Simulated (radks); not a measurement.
All-electron atom: K3+ in [He] 2s2 2p4 3s2 3p4 4p2 (not the ground configuration).

Method: Dirac Kohn-Sham, Wu-Cohen GGA, spin-unpolarised, spherical densities, finite nucleus; open shells are shared between the two j in proportion to 2j + 1; Fermi nuclear charge, rms radius 3.4349 fm; computed with a radial shooting solver on a logarithmic mesh with Libxc functionals.

Energy parts (eV):
total: -15607.548
kinetic: 15723.317
electron-nucleus: -35893.522
Hartree: 5340.150
exchange-correlation: -777.493

Orbitals (lengths in bohr, moments of r in powers of bohr; r(max) is where P^2 peaks; r(90%) holds 90 % of the orbital's charge):
\begin{tabular}{lrrrrrr}
orbital & occ. & eigenvalue (eV) & r(90%) & r(max) & <1/r> & <r> \\ \hline
1s1/2 & 2 & -3684.053 & 0.145 & 0.05303 & 18.72 & 0.08099 \\
2s1/2 & 2 & -472.6367 & 0.579 & 0.3109 & 3.964 & 0.3733 \\
2p1/2 & 1.33333 & -408.6467 & 0.541 & 0.2521 & 3.899 & 0.3302 \\
2p3/2 & 2.66667 & -405.4055 & 0.544 & 0.2540 & 3.863 & 0.3324 \\
3s1/2 & 2 & -97.5418 & 1.58 & 0.9584 & 1.321 & 1.072 \\
3p1/2 & 1.33333 & -79.2694 & 1.66 & 0.9655 & 1.245 & 1.102 \\
3p3/2 & 2.66667 & -78.7902 & 1.67 & 0.9699 & 1.237 & 1.107 \\
3d3/2 & 0 & -50.7994 & 1.80 & 0.8942 & 1.088 & 1.132 \\
3d5/2 & 0 & -50.7349 & 1.81 & 0.8953 & 1.086 & 1.134 \\
4s1/2 & 0 & -30.3117 & 3.69 & 2.425 & 0.5210 & 2.595 \\
4p1/2 & 0.666667 & -25.2603 & 4.02 & 2.620 & 0.4777 & 2.807 \\
4p3/2 & 1.33333 & -25.1716 & 4.03 & 2.628 & 0.4759 & 2.816 \\
\end{tabular}

The highest occupied level is 4p3/2 at -25.172 eV. The configuration is held as typed, so some empty levels lie below it. The density falls to 0.001 e/bohr^3 at r = 4.25 bohr. Summed over all electrons, <r^2> = 26.98 bohr^2, which gives a Langevin (diamagnetic) susceptibility term of -21.4 x 10^-6 cm^3/mol.
